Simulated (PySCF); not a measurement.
# Two-component Hartree-Fock for Re⁵⁷⁺ (rhenium, charge +57)

Start: [Ar]. Calculated with PySCF 2.14 in an even-tempered Gaussian basis (17 s from 5.9 bohr⁻², ratio 2.6; 14 p from 7.7 bohr⁻², ratio 2.6; 5 d from 7.9 bohr⁻², ratio 2.8; 3 f from 120 bohr⁻², ratio 2.8): generalised Hartree-Fock with the X2C-1e Hamiltonian and a Gaussian nucleus; spin-orbit coupling (SO) screened by Boettger's factors.

| spinor shell | electrons | ε, screened SO (eV) | weight of nominal j (screened SO) | rms radius, screened SO (bohr) |
| --- | --- | --- | --- | --- |
| 1s1/2 | 2 | -76265.3 | 1.000 | 0.0204 |
| 2s1/2 | 2 | -16722.0 | 1.000 | 0.0815 |
| 2p1/2 | 2 | -16189.6 | 1.000 | 0.0691 |
| 2p3/2 | 4 | -14720.1 | 1.000 | 0.0763 |
| 3s1/2 | 2 | -6519.0 | 1.000 | 0.197 |
| 3p1/2 | 2 | -6299.9 | 1.000 | 0.187 |
| 3p3/2 | 4 | -5922.3 | 1.000 | 0.200 |

| quantity | screened SO |
| --- | --- |
| E (hartree) | -13344.68995 |
| M_J | 0 |
| ⟨J²⟩ | 0.000 |
| ⟨L²⟩ | 0.059 |
| ⟨S²⟩ | 0.059 |

Breit and QED terms are absent; they matter most for the inner s and p1/2 levels.

Densities and radii are taken from the X2C orbitals without a picture-change correction, which distorts them close to the nucleus.
